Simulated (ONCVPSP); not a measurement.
nickel: one change to an ONCV potential, before and after

Ni (Z = 28), optimised norm-conserving Vanderbilt (ONCV), made with ONCVPSP 4.0.1 (PBE, scalar-relativistic). Core [Ne], reference 3s2 3p6 3d8 4s2. Waves: 3s+4s: rc 1.15 bohr, ncon 4, nbas 9, qcut 13.8 1/bohr, 2 projectors; 3p: rc 0.70 bohr, ncon 4, nbas 7, qcut 13.4 1/bohr, 3 projectors, debl 1.8 Ha; 3d: rc 1.25 bohr, ncon 3, nbas 8, qcut 15 1/bohr, 2 projectors, debl 1.6 Ha; f scattering state at 0.32 Ha: rc 1.15 bohr, ncon 5, nbas 8, qcut 10.9 1/bohr, 2 projectors, debl 1.1 Ha. Local part: polynomial inside 0.55 bohr (lpopt 5, dvloc0 -1 Ha). Core correction: polynomial model core, fcfact 0.65.

In the p channel the program set the typed energies aside and used -2.623, 0.250, 2.050 Ha.

Change: core correction Teter function, parameters optimised by the program.

Cutoffs: the cutoffs (Ha) at which the residual kinetic energy of the hardest occupied pseudo-wave falls to 1 and 0.1 mHa per electron; they do not see the model core or the augmentation charge, which bear on the density cutoff. Errors are all-electron minus pseudo energies relative to the spin-unpolarised reference configuration.

Question: How do hardness, ghosts and transferability respond?

Answer: The potential gets neither clearly harder nor softer (81 Ha and 159 Ha → 81 Ha and 159 Ha); both files keep a bound ghost (p); of the 4 tests that both files solve, the error grows in 4 and shrinks in 0 by more than 15 % and 0.3 meV (median size 1.4 → 56.3 meV). A model core, the more so a compact one, raises the density cutoff, which this test does not measure.

```tsv
quantity	base	changed
cutoff, loose	81 Ha	81 Ha
cutoff, tight	159 Ha	159 Ha
bound ghosts	p	p
GHOST(+) flags under 300 eV	none	none
error for 3s2 3p6 3d8 4s1, meV [ΔE 9.32 eV]	-0.1	-8.7
error for 3s2 3p6 3d8 4s0, meV [ΔE 26.67 eV]	+1.5	-71
error for 3s2 3p6 3d7 4s0, meV [ΔE 64.14 eV]	-1.4	-161
error for 3s2 3p5 3d8 4s2, meV [ΔE 79.52 eV]	-33	-42
s: phases at 1.17 bohr within 0.05 rad from the reference energy up to (Ha; the scan ends near 5)	to the end of the scan	to the end of the scan
p: phases at 0.71 bohr within 0.05 rad from the reference energy up to (Ha; the scan ends near 5)	to the end of the scan	to the end of the scan
d: phases at 1.27 bohr within 0.05 rad from the reference energy up to (Ha; the scan ends near 5)	to the end of the scan	to the end of the scan
f: phases at 1.17 bohr within 0.05 rad from the reference energy up to (Ha; the scan ends near 5)	to the end of the scan	to the end of the scan
rms error of d²Exc/dni dnj with the model core, mHa	1.43	0.79
```

 A true bound ghost makes a file unfit for plane-wave use even where its test errors are small: the radial tests pick states by their node count and pass the ghost by.
